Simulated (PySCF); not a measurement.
Geometry:
```json
{"atom": "C1", "x (Å)": "-1.386", "y (Å)": "-1.030", "z (Å)": "0.597"}
{"atom": "N2", "x (Å)": "-0.730", "y (Å)": "-0.168", "z (Å)": "-0.358"}
{"atom": "C3", "x (Å)": "-1.607", "y (Å)": "0.263", "z (Å)": "-1.417"}
{"atom": "C4", "x (Å)": "0.008", "y (Å)": "0.913", "z (Å)": "0.228"}
{"atom": "C5", "x (Å)": "1.325", "y (Å)": "0.504", "z (Å)": "0.860"}
{"atom": "F6", "x (Å)": "2.025", "y (Å)": "1.623", "z (Å)": "1.135"}
{"atom": "F7", "x (Å)": "1.145", "y (Å)": "-0.153", "z (Å)": "2.027"}
{"atom": "C8", "x (Å)": "2.215", "y (Å)": "-0.392", "z (Å)": "-0.027"}
{"atom": "F9", "x (Å)": "3.458", "y (Å)": "-0.403", "z (Å)": "0.443"}
{"atom": "F10", "x (Å)": "2.246", "y (Å)": "0.080", "z (Å)": "-1.271"}
{"atom": "F11", "x (Å)": "1.770", "y (Å)": "-1.638", "z (Å)": "-0.049"}
{"atom": "H12", "x (Å)": "-2.179", "y (Å)": "-0.506", "z (Å)": "1.176"}
{"atom": "H13", "x (Å)": "-1.852", "y (Å)": "-1.874", "z (Å)": "0.069"}
{"atom": "H14", "x (Å)": "-0.662", "y (Å)": "-1.443", "z (Å)": "1.311"}
{"atom": "H15", "x (Å)": "-1.037", "y (Å)": "0.810", "z (Å)": "-2.183"}
{"atom": "H16", "x (Å)": "-2.436", "y (Å)": "0.919", "z (Å)": "-1.068"}
{"atom": "H17", "x (Å)": "-2.059", "y (Å)": "-0.615", "z (Å)": "-1.902"}
{"atom": "H18", "x (Å)": "0.274", "y (Å)": "1.633", "z (Å)": "-0.558"}
{"atom": "H19", "x (Å)": "-0.546", "y (Å)": "1.477", "z (Å)": "1.014"}
```

PySCF 2.14.0 with density-fitted response routines calculation with couplings computed with B3LYP/pcJ-1 (spin–dipole term only in couplings to heteroatoms), coordinates at the PBE0-D3(BJ)/def2-SVP level and NMR shieldings at CAM-B3LYP/pcSseg-2/GIAO; non-relativistic Hamiltonian, gas phase, one computed conformer, rapidly exchanging positions averaged.

**Question.** List the cross peaks expected in HSQC, COSY and HMBC spectra.

**Answer.** 

HSQC (one-bond C–H):
| δH | δC | 1J(C,H) (Hz) |
| --- | --- | --- |
| 2.73 (H18/H19) | 63.1 (C4) | 139 |
| 2.30 (H12/H13/H14/H15/H16/H17) | 46.5 (C1/C3) | 140 |

HMBC (two and three bonds, |J| ≥ 2.5 Hz):
| δH | δC [abs. J in Hz] |
| --- | --- |
| 2.73 (H18/H19) | 131.3 (C8) [3.4], 125.3 (C5) [6.0], 46.5 (C1/C3) [5.0] |
| 2.30 (H12/H13/H14/H15/H16/H17) | 63.1 (C4) [5.4], 46.5 (C1/C3) [5.6] |

No COSY cross peaks are expected.

Chemical shifts δ = σref − σ; 1H and 13C vs TMS, all at this level.

Short H···H contacts in this conformer between protons four or more bonds apart (candidates for NOE cross peaks, intensity ∝ r⁻⁶): H15···H18 2.24 Å.

Common functionals overestimate the size of one-bond C–F couplings by tens of Hz; these are unscaled. Shifts are as computed, not scaled to solution data. Of 1211 compounds with measured shifts, 218 miss one by over three times the rms of a fit or turn the order of signals round; such compounds aren't used in these exercises. Vicinal couplings across rotatable single bonds and in flexible rings belong to the one computed conformer; a conformer average would change them.
